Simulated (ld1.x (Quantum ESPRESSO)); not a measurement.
**Building the PAW potential for Bi (PBE, scalar-relativistic).**

Bi (Z = 83), PAW, made with ld1.x (Quantum ESPRESSO) 7.5 (PBE, scalar-relativistic). Core [Xe] 4f14, reference 5d10 6s2 6p3. Waves: 6s (bound): rcut 1.65, rcutus 1.85 bohr; 6s channel at 0.05 Ry: rcut 1.65, rcutus 1.85 bohr; 6p (bound): rcut 1.90, rcutus 2.20 bohr; 6p channel at 1 Ry: rcut 1.90, rcutus 2.20 bohr; 5d (bound): rcut 1.95, rcutus 2.10 bohr; 5d channel at -1.55 Ry: rcut 1.95, rcutus 2.10 bohr. Local part: all-electron potential smoothed inside 1.86 bohr (lloc = -1). Core correction: Bessel-smoothed model core, default radius (core density twice the valence density). Augmentation charge: PSQ, inside the norm-conserving radii.

All-electron outer shells of the reference configuration (PBE, scalar-relativistic, ld1.x):

```csv
shell,level (eV),outermost node (bohr),outermost maximum (bohr)
4f,-152.59,–,0.34
5p,-95.86,0.48,0.86
5d,-27.08,0.51,1.03
6s,-14.48,0.98,1.88
6p,-4.57,1.14,2.44
```

**Question.** Does the generator finish with these settings?

**Answer.** Yes, a potential is produced and its reference levels are reproduced.

**Question.** Estimate the cutoffs (Ry, on a coarse ladder) from which the occupation-weighted sum of valence levels, in a spherical-Bessel basis at the reference potential, stays within 10 and 1 mRy of its value at 400 Ry.

**Answer.** 30 Ry and 45 Ry.

**Question.** Does the potential have ghost states?

**Answer.** Ghost state, extra bound levels that the all-electron valence spectrum of the same l lacks: s at -19.8 eV. A true bound ghost makes a file unfit for plane-wave use.

**Question.** Is the overlap operator S = 1 + Σ q|β⟩⟨β| positive definite (Bessel basis up to 400 Ry)?

**Answer.** Yes: its lowest eigenvalue is 0.48 (s channel).

**Question.** Which valence shell sets the plane-wave cutoff?

**Answer.** 5d: its level needs 30 Ry to come within 1 mRy, against 15 Ry for 6s.

**Question.** Tests: 5d10 6s2 6p2; 5d10 6s2 6p1; 5d10 6s2 6p0; 5d10 6s2 6p2.5; 5d10 6s2 6p3.3; 5d9 6s2 6p3; 5d10 6s1 6p3. Which has the largest error in its energy relative to the reference configuration, and how large is it?

**Answer.** 5d10 6s2 6p0, with -24 meV (all-electron minus pseudo) on +46.50 eV.
